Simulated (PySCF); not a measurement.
**Polarisability and C₆ of Be (beryllium, neutral)**

[He] 2s2, closed-shell 1S. Calculation: PySCF 2.14, in aug-cc-pVQZ; the non-relativistic Hamiltonian (point nucleus). Coupled (time-dependent) response in atomic units; α is the mean over directions.

| method | mean α (bohr³) | C₆ (like pair) | S(−4) |
| --- | --- | --- | --- |
| UHF | 45.61 | 282.5 | 1430 |
| PBE | 42.93 | 257.5 | 1279 |
| PBE0 | 42.98 | 258.2 | 1277 |
| BLYP | 43.35 | 259.5 | 1323 |
| CAM-B3LYP | 43.19 | 258.1 | 1311 |

S(−4) is the Cauchy moment in α(ω) = α(0) + S(−4) ω² + …

Reference α: 37.74 ± 0.03 bohr³ (recommended; Schwerdtfeger and Nagle, table of static dipole polarizabilities (2023 update)). Published C₆: 227.0 (Chu and Dalgarno (2004); Tang, Norbeck and Certain (1976)).

Hartree-Fock lies above the reference because it lacks correlation, which contracts the outer shell.

α(iu) at CAM-B3LYP:

| u (hartree) | α(iu) (bohr³) |
| --- | --- |
| 0 | 43.19 |
| 0.0500 | 40.15 |
| 0.100 | 33.18 |
| 0.200 | 19.74 |
| 0.300 | 11.93 |
| 0.500 | 5.436 |
| 0.750 | 2.733 |
| 1.00 | 1.654 |
| 1.50 | 0.8105 |
| 2.00 | 0.4912 |
| 3.00 | 0.2459 |
| 5.00 | 0.1040 |
